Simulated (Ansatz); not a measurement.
Correlation energies of `[OH][W]([OH])([F])([Cl])([Cl])[Cl]` by basis set

Cartesian coordinates in Å:
```
O 0.184 -0.736 1.669
W 0.176 -0.147 -0.084
O -0.186 0.734 -1.670
F -1.224 0.965 0.561
Cl 1.736 1.476 0.458
Cl 1.848 -1.477 -0.855
Cl -1.361 -1.787 -0.636
H -0.350 -0.455 2.417
H -0.824 1.427 -1.858
```

Total charge 0; spin multiplicity 1. Correlated methods include outer-core shells of W, which these sets cover unevenly. W: def2 effective core potential. The geometry is a stationary point of PBE0-D4/def2-TZVP. It is one conformer, not always the lowest. Frozen core, restricted reference, the Gaussian-basis code of Ansatz.

```tsv
basis	HF (Eh)	MP2 corr.	CCSD corr.	(T)	CCSD(T) total
def2-SVP	?	-1.36635	?	-0.05476	?
def2-TZVPP	-1695.56401	-1.83218	–	–	–
def2-QZVPP	?	?	–	–	–
```

(1) Fill in the withheld values. (Best estimate.)

Answers

(1) Ansatz gave: def2-SVP HF (Eh): -1694.73013; def2-SVP CCSD corr.: -1.35274; def2-SVP CCSD(T) total: -1696.13763; def2-QZVPP HF (Eh): -1695.61530; def2-QZVPP MP2 corr.: -2.01374.
